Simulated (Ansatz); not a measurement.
`[CH3][GeH2][AlH][C]#N` + H₂S → `[CH3][GeH2][SH]` + `N#[C][AlH2]` at 298.15 K and 1 bar (cleavage of the Ge–Al bond).

Computed with Ansatz on PBE0-D4/def2-TZVP structures; ΔE is electronic, products minus reactants. CCSD(T)/CBS is the MP2 limit (def2-TZVPP, def2-QZVPP) plus CCSD(T) − MP2 in def2-TZVPP, frozen cores. This one scheme is used for every species. For Ge outer-core shells are correlated without core-valence functions, which leaves a few kJ/mol of doubt a bond. Scalar relativity is left out up to krypton. One conformer a species, not always the lowest.

```
                species  CCSD(T)/CBS energy (Eh)  H − E (kJ/mol)  S (J/(mol·K))
`[CH3][GeH2][AlH][C]#N`              -2452.54317           202.7          406.0
                    H₂S               -398.97279            49.9          205.7
      `[CH3][GeH2][SH]`              -2515.57584           180.5          327.9
          `N#[C][AlH2]`               -335.94780            69.3          270.3
```

H − E and S are ideal-gas, rigid-rotor, harmonic terms from PBE0-D4/def2-TZVP, for one conformer and one mirror image of each species. 1 Eh = 2625.50 kJ/mol, R = 8.31446 J/(mol·K).

**Question.** By hand: ΔE, ΔH, ΔS and ΔG.

**Answer.** ΔE = (-2515.57584) + (-335.94780) − (-2452.54317) − (-398.97279) = -0.00768 Eh = -20.2 kJ/mol. Δ(H − E) = 180.5 + 69.3 − 202.7 − 49.9 = -2.8, so ΔH = -23.0 kJ/mol. ΔS = 327.9 + 270.3 − 406.0 − 205.7 = -13.5 J/(mol·K). ΔG = -23.0 − 298.15 × (-13.5)/1000 = -19.0 kJ/mol.

**Question.** By hand: the equilibrium constant, and the temperature at which ΔG would vanish if ΔH and ΔS stayed fixed.

**Answer.** log₁₀ K = −ΔG/(RT ln 10) = 3.3. ΔG = 0 at ΔH/ΔS = 1704 K, though so small a ΔS makes that figure unsure.

The number of gas molecules stays the same, so ΔS is small and ΔH decides. A doubt of 5 kJ/mol in ΔE shifts log₁₀ K by 0.9 here. Other conformers and mirror images would add mixing entropy, several J/(mol·K) or more a flexible species. Modes under 60 cm⁻¹, often nearly free rotors, make the harmonic entropy too high. These are equilibria of isolated gas molecules and say nothing of rates. Largest T1 diagnostic: 0.013 (customary marks: 0.02 for closed shells, 0.045 for open ones).
